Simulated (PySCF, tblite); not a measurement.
Isomers of C6H13GeN. Method: GFN2-xTB as coded in tblite; computed harmonic values from a numerical Hessian at the method's own geometry, unscaled. The method is semi-empirical: single wavenumbers can be off by several per cent or more. Modes of hydrogen on germanium can be 10 to 20 % off. One conformer each.

Electronic energies: PBE0-D3(BJ)/def2-SVP at its own geometries (PySCF, gas phase).

```tsv
SMILES	electronic energy, lowest = 0 (kJ/mol)
CC[C@@H]1C=C[CH2][Ge@H]1[NH2]	0.0
C[NH][Ge@@H]1[CH2]C=C(C)[CH2]1	15.1
C[N](C)[GeH]1[CH2]C=C[CH2]1	50.7
CC(C)(C)C#[C][GeH2][NH2]	135.7
```

**Question.** How do GFN2-xTB zero-point energies change the relative energies?

**Answer.** 
| SMILES | ZPE (kJ/mol) | of it from modes above 1550 cm⁻¹ | electronic (kJ/mol) | with ZPE, lowest = 0 (kJ/mol) | lowest mode (cm⁻¹) | rings |
| --- | --- | --- | --- | --- | --- | --- |
| CC[C@@H]1C=C[CH2][Ge@H]1[NH2] | 454.0 | 241.1 | 0.0 | 0.0 | 28 | 1 |
| C[NH][Ge@@H]1[CH2]C=C(C)[CH2]1 | 452.4 | 238.1 | 15.1 | 13.5 | 34 | 1 |
| C[N](C)[GeH]1[CH2]C=C[CH2]1 | 451.7 | 234.2 | 50.7 | 48.4 | 46 | 1 |
| CC(C)(C)C#[C][GeH2][NH2] | 443.2 | 241.4 | 135.7 | 124.9 | 5 | 0 |

The zero-point energies span 10.8 kJ/mol, from `CC(C)(C)C#[C][GeH2][NH2]` to `CC[C@@H]1C=C[CH2][Ge@H]1[NH2]`. The order is unchanged.

**Question.** And how do the electronic energies of GFN2-xTB itself compare?

**Answer.** `CC[C@@H]1C=C[CH2][Ge@H]1[NH2]` 0.0; `C[NH][Ge@@H]1[CH2]C=C(C)[CH2]1` 0.7; `C[N](C)[GeH]1[CH2]C=C[CH2]1` 20.4; `CC(C)(C)C#[C][GeH2][NH2]` 60.4 kJ/mol, lowest = 0. Against the energies above, taken from the same isomer `CC[C@@H]1C=C[CH2][Ge@H]1[NH2]`, the largest difference is 75.3 kJ/mol. The two levels were optimised apart and needn't hold the same conformer.

**Question.** What do entropy and thermal enthalpy add at 298.15 K and 1 bar (rigid rotor, harmonic oscillator, one conformer each)?

**Answer.** 
```csv
SMILES,point group,symmetry number,S (J/(mol K)),H − H(0) (kJ/mol),ZPE + H − H(0) − TS (kJ/mol)
CC[C@@H]1C=C[CH2][Ge@H]1[NH2],C1,1,428.1,30.85,357.2
C[NH][Ge@@H]1[CH2]C=C(C)[CH2]1,C1,1,435.7,31.60,354.1
C[N](C)[GeH]1[CH2]C=C[CH2]1,C1,1,428.7,30.86,354.8
```

Not tabulated: `CC(C)(C)C#[C][GeH2][NH2]` (lowest mode only 5 cm⁻¹).
